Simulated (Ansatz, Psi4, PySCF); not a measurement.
Cl2 (SMILES ClCl), singlet, at a GFN2-xTB geometry. Base run: B97M-V/STO-3G in PySCF.

Here is a job for PySCF.
```python
from pyscf import gto, scf, dft

mol = gto.Mole()
mol.atom = '''
    Cl   -0.000000   -0.000000   -1.008426
    Cl    0.000000    0.000000    1.008426
'''
mol.basis = 'sto-3g'
mol.charge = 0
mol.spin = 0
mol.verbose = 3
mol.build()

mf = dft.RKS(mol)
mf.xc = 'b97m_v'
mf.kernel()
```

The same geometry, method and basis name were run in Ansatz (a program for electronic structure) and Psi4 and PySCF, at each program's defaults and at the settings that a row names. The base is PySCF at its defaults. Differences at the defaults can come from grids, fitting, cores and function types together.

```tsv
code and settings	ΔE vs base (µEh)	basis functions	E (Eh)	SCF cycles
PySCF, defaults (exact integrals, its default grid, spherical functions)	0.0	18	-910.24842	5
Psi4, defaults (density fitting with its default set, its default grid, spherical functions)	-1630	18	-910.25005	4
Ansatz, defaults (factorised integrals, its default grid, spherical functions)	-2.0	18	-910.24843	-
PySCF, density fitting with def2-universal-jkfit	-1650	18	-910.25007	5
PySCF, fine grid	-3.0	18	-910.24843	5
Psi4, exact integrals, spherical functions, fine grid	-6.5	18	-910.24843	4
Ansatz, high accuracy	-0.4	18	-910.24842	-
```
